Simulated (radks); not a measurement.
Task: Spherical quantum dot in the effective-mass picture: electrons in a parabolic well V = omega^2 r^2 / 2 with omega = 1.33, all in effective atomic units (hartree* = m*/eps^2 hartree, bohr* = eps/m* bohr), one dielectric constant everywhere. Calculated with a radial shooting solver with Libxc functionals: non-relativistic Kohn-Sham, exchange-only LDA, spin-polarised, spherical densities. Levels are named by radial order and angular momentum (1s, 1p, 1d, 2s, ...), and open shells are averaged over m. Results are scaled to m* = 0.074 and eps = 5.4, for which hartree* = 69.05 meV and bohr* = 3.862 nm. At N = 17 the configuration is 1s2 1p6 1d(up 5, down 4). Does electron 18 go into 1d down or 2s down or 2s up?

Result: Into 1d down. The total energies of the other choices lie higher by 7.28 meV (2s up), 8.31 meV (2s down).
